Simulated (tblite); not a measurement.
Input of a run (GFN2-xTB geometry optimisation, gas phase (tblite 0.8.0)), started from a force field or distance geometry:
```
{"job": {"kind": "relax", "xc": "GFN2-xTB", "basis": "xTB"}, "charge": 0, "multiplicity": 1}
C     -1.683900    -0.080700     2.037200
C     -1.279000    -0.211800     0.560700
C     -2.514700    -0.404000    -0.293100
C     -0.443500     1.020900     0.139500
Si     0.511900     0.925200    -1.454100
Si     2.118300    -0.722100    -1.373700
C      3.254700    -0.340600     0.024400
F      2.550600    -0.310700     1.195500
H     -2.262900    -0.954300     2.364500
H     -2.315000     0.811900     2.197400
H     -0.817000    -0.000900     2.685700
H     -0.667700    -1.127400     0.489200
H     -2.268400    -0.594900    -1.330700
H     -3.159100     0.487700    -0.268300
H     -3.119300    -1.243600     0.057300
H      0.289000     1.231000     0.946500
H     -1.098500     1.894700     0.107100
H      1.173700     2.231600    -1.706000
H     -0.419100     0.683300    -2.589500
H      2.886600    -0.752500    -2.648000
H      1.476700    -2.049600    -1.202800
H      4.030900    -1.101600     0.140200
H      3.751000     0.635300    -0.069000
```

Output (eV, eV/Å):
```
step      E/eV     max force
  0    -721.62312    2.306
  1    -721.73551    0.820
  2    -721.75893    0.273
  3    -721.77143    0.236
  4    -721.78164    0.265
  5    -721.79345    0.365
  6    -721.80244    0.321
  7    -721.80930    0.178
  8    -721.81414    0.158
  9    -721.81811    0.151
 10    -721.82083    0.124
 11    -721.82224    0.085
 12    -721.82318    0.065
 13    -721.82410    0.085
 14    -721.82493    0.074
 15    -721.82554    0.054
 16    -721.82593    0.047
 17    -721.82624    0.037
 18    -721.82652    0.035
 19    -721.82677    0.038
 20    -721.82699    0.034
 21    -721.82717    0.032
 22    -721.82733    0.028
 23    -721.82749    0.029
 24    -721.82765    0.028
 25    -721.82780    0.030
 26    -721.82796    0.029
 27    -721.82815    0.032
 28    -721.82838    0.037
 29    -721.82865    0.042
 30    -721.82893    0.036
 31    -721.82916    0.032
 32    -721.82935    0.031
 33    -721.82953    0.032
 34    -721.82970    0.029
 35    -721.82982    0.022
 36    -721.82990    0.018
 37    -721.82997    0.021
 38    -721.83005    0.027
 39    -721.83016    0.025
 40    -721.83028    0.031
 41    -721.83041    0.032
 42    -721.83055    0.022
 43    -721.83067    0.024
 44    -721.83078    0.019
 45    -721.83086    0.020
 46    -721.83095    0.022
 47    -721.83105    0.025
 48    -721.83117    0.031
 49    -721.83132    0.035
 50    -721.83148    0.031
 51    -721.83165    0.027
 52    -721.83181    0.030
 53    -721.83197    0.037
 54    -721.83216    0.040
 55    -721.83239    0.031
 56    -721.83261    0.033
 57    -721.83279    0.028
 58    -721.83294    0.028
 59    -721.83310    0.026
 60    -721.83329    0.036
 61    -721.83351    0.035
 62    -721.83371    0.032
 63    -721.83393    0.037
 64    -721.83419    0.036
 65    -721.83445    0.040
 66    -721.83462    0.033
 67    -721.83467    0.029
 68    -721.83475    0.020
 69    -721.83483    0.025
 70    -721.83497    0.029
 71    -721.83514    0.027
 72    -721.83533    0.026
 73    -721.83548    0.025
 74    -721.83563    0.025
 75    -721.83583    0.033
 76    -721.83604    0.032
 77    -721.83621    0.022
 78    -721.83632    0.018
 79    -721.83640    0.016
 80    -721.83647    0.019
 81    -721.83655    0.017
 82    -721.83663    0.019
 83    -721.83670    0.017
 84    -721.83677    0.017
 85    -721.83684    0.017
 86    -721.83691    0.017
 87    -721.83697    0.018
 88    -721.83705    0.017
 89    -721.83711    0.014
 90    -721.83715    0.015
 91    -721.83720    0.017
 92    -721.83727    0.019
 93    -721.83736    0.025
 94    -721.83745    0.022
 95    -721.83752    0.024
 96    -721.83758    0.024
 97    -721.83765    0.020
 98    -721.83773    0.021
 99    -721.83783    0.020
100    -721.83794    0.022
101    -721.83807    0.025
102    -721.83823    0.025
103    -721.83841    0.028
104    -721.83860    0.030
105    -721.83882    0.033
106    -721.83914    0.044
107    -721.83958    0.045
108    -721.84000    0.052
109    -721.84035    0.053
110    -721.84065    0.047
111    -721.84109    0.052
112    -721.84163    0.044
113    -721.84202    0.037
114    -721.84219    0.034
115    -721.84229    0.026
116    -721.84240    0.022
117    -721.84257    0.017
118    -721.84266    0.019
119    -721.84272    0.018
120    -721.84281    0.021
121    -721.84295    0.025
122    -721.84310    0.026
123    -721.84322    0.026
124    -721.84330    0.026
125    -721.84340    0.025
126    -721.84354    0.021
127    -721.84371    0.026
128    -721.84385    0.024
129    -721.84395    0.020
130    -721.84404    0.021
131    -721.84417    0.023
132    -721.84432    0.023
133    -721.84444    0.022
134    -721.84455    0.025
135    -721.84471    0.027
136    -721.84489    0.027
137    -721.84505    0.029
138    -721.84516    0.025
139    -721.84526    0.025
140    -721.84540    0.024
141    -721.84557    0.028
142    -721.84572    0.026
143    -721.84581    0.019
144    -721.84586    0.014
145    -721.84591    0.013
146    -721.84594    0.011
147    -721.84595    0.008
```

Question: Summarise the run.

Answer: The energy falls by 0.223 eV over 147 L-BFGS steps, the largest force on an atom goes from 2.31 to 0.008 eV/Å, and the atoms move by 0.377 Å rms after alignment. The bond that changes most is Si6–C7 (SiH2 silicon to sp3 C–F carbon), which lengthens by 0.083 Å. Bonds longer at the end by more than 0.005 Å: 5 of 22; shorter: 12. Among the angles that change most is C7–Si6–H20, from 109.6° to 103.4°. Among the dihedrals that turn most is H17–C4–Si5–H19, from -65° to -45°. The energy never rose by more than 1e-5 eV on the way. The first step brought 50 % of the lowering.

Question: What are the final bond lengths?

Answer: C1–C2 1.528 Å, C2–C3 1.525 Å, C2–C4 1.530 Å, C4–Si5 1.907 Å, Si5–Si6 2.319 Å, Si6–C7 1.924 Å, C7–F8 1.384 Å, C1–H9 1.088 Å, C1–H10 1.089 Å, C1–H11 1.088 Å, C2–H12 1.096 Å, C3–H13 1.088 Å, C3–H14 1.089 Å, C3–H15 1.088 Å, C4–H16 1.092 Å, C4–H17 1.093 Å, Si5–H18 1.474 Å, Si5–H19 1.472 Å, Si6–H20 1.470 Å, Si6–H21 1.470 Å, C7–H22 1.092 Å, C7–H23 1.093 Å. Numbering counts from 1 in the input's order; the species is `CC(C)C[SiH2][SiH2]CF`.

The run took 1.4 s wall on one thread of an Arm Neoverse V1, shared host with 32 logical CPUs at a one-minute load of 11.

Its GFN2-xTB frequencies are all real (lowest 28 cm⁻¹). The numbers are those of one conformer. 3 starts were optimised and ended at 0.00, 1.87 and 2.23 kcal/mol (GFN2-xTB); the lowest of these is shown.

All values are computed, not measured.
